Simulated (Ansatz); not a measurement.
`C[SiH]([AlH2])[SbH2]`, relaxed with RKS PBE0-D4/def2-TZVP in Ansatz from a PBE-D4/def2-SVP geometry. The force threshold is 0.005 eV/Å; the program also tests the step.

Charge 0, multiplicity 1. Sb takes the def2 core potential.

Start:

```xyz
12

C     1.483   -0.814    0.207
Si    0.119    0.213   -0.634
Al   -2.043   -0.900   -0.915
Sb   -0.370    2.414    0.726
H     2.395   -0.202    0.359
H     1.138   -1.175    1.198
H     1.749   -1.697   -0.411
H     0.625    0.735   -1.963
H    -2.368   -2.289   -0.172
H    -3.196   -0.191   -1.778
H    -0.813    1.470    2.118
H     1.282    2.436    1.264
```

Q: How much energy does the relaxation release, and in how many steps? (An estimate is asked.)

A: Ansatz gave: 0.23 eV, in 34 steps, 1 of them rejected.

Q: Which bonds change most? (Best estimate.)

A: Computed: Si2–Al3 from 2.447 to 2.407 Å; Sb4–H12 from 1.738 to 1.710 Å; Sb4–H11 from 1.739 to 1.766 Å.

Q: Give the relaxed structure. (An estimate is asked.)

A: The calculation gave: 
```xyz
12

C     1.850   -0.834   -0.041
Si    0.383    0.041   -0.832
Al   -1.928   -0.404   -0.328
Sb   -0.302    2.104    0.646
H     2.726   -0.187    0.021
H     1.592   -1.172    0.965
H     2.116   -1.712   -0.635
H     0.766    0.632   -2.145
H    -2.277   -1.269    0.957
H    -3.026    0.152   -1.332
H    -1.942    1.447    0.664
H     0.041    1.203    2.059
```
